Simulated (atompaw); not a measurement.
## What one change does to a pseudopotential (rubidium, PAW (atompaw))

atompaw 4.2.0.5 input, output lines left out:

```
Rb 37
GGA-PBE scalarrelativistic loggrid 1500 logderivrange -2 5 176
5 5 4 0 0 0
5 0 0
5 1 0
4 2 1
0 0 0
c
c
c
c
v
c
c
c
v
c
v
2
3.00 2.60 2.00 2.20
y
0.25
n
y
0.8
n
y
0.5
n
bloechl sinc
3 0 vpsmatchnc
```

Change: waves 5s (bound): rc 3.00 bohr; 5s channel at 0.25 Ry: rc 3.00 bohr; 5p (bound): rc 3.00 bohr; 5p channel at 0.8 Ry: rc 3.00 bohr; 4d (bound): rc 3.00 bohr; 4d channel at 0.5 Ry: rc 3.00 bohr; augmentation sinc compensation charge, radius 2.60 bohr; PAW radius 3.00 bohr; waves and projectors: custom polynom vanderbiltortho.

Cutoffs: the cutoffs (Ry, on a coarse ladder) from which the occupation-weighted sum of valence levels, in a spherical-Bessel basis at the reference potential, stays within 10 and 1 mRy of its value at 400 Ry; they do not see the model core or the augmentation charge, which bear on the density cutoff.

What does the change do?

Both files are very soft, the changed one slightly softer (loose and tight cutoff 6 and 12 Ry → 6 and 8 Ry on this coarse ladder); both files keep a bound ghost (p, s); the range in which the s phases agree narrows (upper end 3.2 → 2.0); the range in which the d phases agree widens (upper end 1.2 → 2.6).

```csv
quantity,base,changed
"cutoff, loose",6 Ry,6 Ry
"cutoff, tight",12 Ry,8 Ry
bound ghosts,"s, p","s, p"
s: phases at 3.02 bohr within 0.05 rad from the reference energy up to (Ry; the scan ends near 5),3.2,2.0
p: phases at 3.02 bohr within 0.05 rad from the reference energy up to (Ry; the scan ends near 5),to the end of the scan,4.0
d: phases at 3.02 bohr within 0.05 rad from the reference energy up to (Ry; the scan ends near 5),1.2,2.6
lowest overlap eigenvalue by channel,"s 0.04, p 0.05, d 0.02","s 0.56, p 0.76, d 0.94"
```

 A true bound ghost makes a file unfit for plane-wave use even where its test errors are small: the radial tests pick states by their node count and pass the ghost by. The cutoffs see the waves, projectors and local potential, not the compensation charge or the core.
